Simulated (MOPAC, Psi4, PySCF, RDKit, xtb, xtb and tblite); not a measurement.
Relaxed torsion scan: C9H10O3, SMILES COC(=O)c1ccc(OC)cc1, singlet. Scanned: dihedral C1–O2–C3–O4; all other coordinates were relaxed at GFN2-xTB. Points at φ and −φ are mirror images.

Geometry of the scan point at 120° (Å):
```
22

C      4.4967     0.0821    -0.3264
O      3.2597     0.3409     0.3086
C      2.1449     0.4179    -0.4855
O      1.2272    -0.3392    -0.3165
C      2.1445     1.4877    -1.5076
C      1.3257     1.3537    -2.6253
C      1.2674     2.3430    -3.5864
C      2.0240     3.5040    -3.4337
O      2.0463     4.5373    -4.3079
C      1.2424     4.4711    -5.4631
C      2.8310     3.6507    -2.2998
C      2.8930     2.6567    -1.3518
H      4.6154     0.6583    -1.2485
H      4.5795    -0.9848    -0.5559
H      5.2735     0.3601     0.3844
H      0.7373     0.4548    -2.7310
H      0.6295     2.2053    -4.4449
H      1.4210     5.4021    -5.9983
H      0.1807     4.3978    -5.2088
H      1.5248     3.6276    -6.1006
H      3.3954     4.5633    -2.1906
H      3.5004     2.7904    -0.4688
```

- GFN2-xTB (xtb and tblite)
- MMFF94 // GFN2-xTB (RDKit)
- B3LYP/def2-SVP // GFN2-xTB (Psi4)
- B3LYP-D3(BJ)/def2-SVP // GFN2-xTB (Psi4)
- PBE/def2-SVP // GFN2-xTB (Psi4)
- PBE-D3(BJ)/def2-SVP // GFN2-xTB (Psi4)
- PM3, restricted, heats of formation // GFN2-xTB (MOPAC)
- PM7, restricted, heats of formation // GFN2-xTB (MOPAC)
- GFN1-xTB // GFN2-xTB (xtb)
- RKS-B3LYP/6-31G* = PySCF with restricted B3LYP/6-31G*, spherical d, density fitting // GFN2-xTB

Least-squares fit of E(φ) = a0 + Σ (a_n cos nφ + b_n sin nφ), n = 1 to 4, to the 24 scan points, in kcal/mol above the lowest point of each profile (levels whose profile four harmonics don't fit are not listed):

| method | a0 | a1 | b1 | a2 | b2 | a3 | b3 | a4 | b4 | rms of fit |
|---|---|---|---|---|---|---|---|---|---|---|
| GFN2-xTB | 8.56 | -4.11 | 0.00 | -4.23 | 0.00 | -0.41 | 0.00 | 0.20 | 0.00 | 0.06 |
| MMFF94 | 11.14 | -7.00 | 0.00 | -3.30 | 0.00 | -0.70 | 0.00 | 0.05 | 0.00 | 0.17 |
| B3LYP/def2-SVP | 9.51 | -6.05 | 0.00 | -2.68 | 0.00 | -0.78 | 0.00 | 0.18 | 0.00 | 0.17 |
| B3LYP-D3(BJ)/def2-SVP | 8.97 | -5.42 | 0.00 | -2.67 | 0.00 | -0.85 | 0.00 | 0.15 | 0.00 | 0.17 |
| PBE/def2-SVP | 9.27 | -5.64 | 0.00 | -3.01 | 0.00 | -0.74 | 0.00 | 0.25 | 0.00 | 0.16 |
| PBE-D3(BJ)/def2-SVP | 8.93 | -5.25 | 0.00 | -3.01 | 0.00 | -0.78 | 0.00 | 0.24 | 0.00 | 0.16 |
| PM3 | 3.85 | -1.43 | 0.00 | -1.76 | 0.00 | -0.10 | 0.00 | -0.31 | 0.00 | 0.16 |
| PM7 | 6.69 | -4.15 | 0.00 | -2.24 | 0.00 | -0.19 | 0.00 | -0.10 | 0.00 | 0.08 |
| GFN1-xTB | 8.86 | -5.02 | 0.00 | -3.57 | 0.00 | -0.40 | 0.00 | 0.24 | 0.00 | 0.08 |
| RKS-B3LYP/6-31G* | 9.35 | -5.88 | 0.00 | -2.61 | 0.00 | -0.83 | 0.00 | 0.16 | 0.00 | 0.17 |
